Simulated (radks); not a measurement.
Values are calculated unless marked as measured or tabulated.
Ionisation of the cobalt ion Co+, [Ar] 3d8, to Co2+, [Ar] 3d7, under several functionals. Non-relativistic Kohn-Sham, spin-unpolarised, spherical densities, point nucleus; a radial shooting solver on a logarithmic mesh with Libxc functionals.

| functional | E(Co+) (hartree) | Exc (hartree) | IE (eV) | -e(HOMO) (eV) | <r> HOMO (bohr) | IE error (eV) |
|---|---|---|---|---|---|---|
| PW91 | -1382.53367 | -59.26571 | 19.565 | 12.401 | 1.132 | +2.481 |
| exchange-only B88 | -1381.27452 | -57.96124 | 18.493 | 11.450 | 1.143 | +1.409 |
| Wu-Cohen GGA | -1381.76441 | -58.48462 | 19.466 | 12.304 | 1.130 | +2.381 |
| MS2 meta-GGA | -1382.23657 | -58.96474 | 19.297 | 12.171 | 1.134 | +2.213 |
| LDA (Slater exchange, VWN5 correlation) | -1379.86519 | -56.53968 | 19.810 | 12.647 | 1.131 | +2.726 |
| PBE | -1382.17572 | -58.89722 | 19.475 | 12.320 | 1.133 | +2.390 |

NIST Atomic Spectra Database: 17.084 eV (measured). Closest: exchange-only B88. The Delta-SCF values span 1.32 eV, the total energies 2.67 hartree. The highest occupied level is 3d. Spin polarisation and multiplet splitting are left out, so open shells lie too high by an amount that depends on their filling.

Beside tabulated values, note that spin-unpolarised runs miss the spin-polarisation part of the exchange energy of open shells.
